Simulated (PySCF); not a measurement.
## How the method changes the constants of TlS

State: doublet, unpaired electrons π ↑, a mixture of terms (⟨Lz²⟩ = 1.5). Set-up: PySCF, spin-free X2C with a Gaussian nucleus, basis sets Tl x2c-TZVPPall, S x2c-TZVPPall. De refers to Tl + S in their high-spin ground configurations, without counterpoise correction. The functionals are run spin-unrestricted. A positive dipole means Tl(−)S(+).

```json
{"Level": "UHF", "Re (Å)": "2.615", "ωe (cm⁻¹)": "261", "De (eV)": "1.78", "μ (D)": "-4.17"}
{"Level": "UHF-MP2", "Re (Å)": "2.579", "ωe (cm⁻¹)": "274", "De (eV)": "2.88", "μ (D)": "n/a"}
{"Level": "UHF-SCS-MP2", "Re (Å)": "2.600", "ωe (cm⁻¹)": "267", "De (eV)": "2.82", "μ (D)": "n/a"}
{"Level": "UHF-CCSD", "Re (Å)": "2.595", "ωe (cm⁻¹)": "269", "De (eV)": "2.69", "μ (D)": "n/a"}
{"Level": "UHF-CCSD(T)", "Re (Å)": "2.595", "ωe (cm⁻¹)": "269", "De (eV)": "2.81", "μ (D)": "n/a"}
{"Level": "LDA", "Re (Å)": "2.537", "ωe (cm⁻¹)": "280", "De (eV)": "3.75", "μ (D)": "-2.95"}
{"Level": "PBE", "Re (Å)": "2.599", "ωe (cm⁻¹)": "260", "De (eV)": "3.23", "μ (D)": "-3.39"}
{"Level": "PW91", "Re (Å)": "2.597", "ωe (cm⁻¹)": "261", "De (eV)": "3.26", "μ (D)": "-3.37"}
{"Level": "TPSS", "Re (Å)": "2.604", "ωe (cm⁻¹)": "259", "De (eV)": "3.18", "μ (D)": "-3.58"}
{"Level": "r²SCAN", "Re (Å)": "2.574", "ωe (cm⁻¹)": "271", "De (eV)": "3.18", "μ (D)": "-3.44"}
{"Level": "PBE0", "Re (Å)": "2.579", "ωe (cm⁻¹)": "269", "De (eV)": "3.06", "μ (D)": "-3.57"}
{"Level": "MN15", "Re (Å)": "2.555", "ωe (cm⁻¹)": "274", "De (eV)": "3.06", "μ (D)": "-3.44"}
{"Level": "ωB97M-V", "Re (Å)": "2.565", "ωe (cm⁻¹)": "276", "De (eV)": "3.07", "μ (D)": "-3.58"}
```

The bond length runs from 2.537 Å (LDA) to 2.615 Å (UHF). De spans 1.78 eV (UHF, mean field) to 3.75 eV (LDA, local density). Correlation at CCSD(T) changes the Hartree–Fock bond energy by +1.03 eV; the triples alone change it by +0.12 eV.

Correlated steps freeze 39 core orbitals. These are scalar-relativistic numbers at best; spin–orbit coupling would shift them, the dissociation energy most. The state was picked by a PBE0 search and need not be the measured ground state.

The whole job (state search and all levels along the bond) took about 18 min on 2 threads of Arm Neoverse V2 (shared host), peak memory 6 GiB.
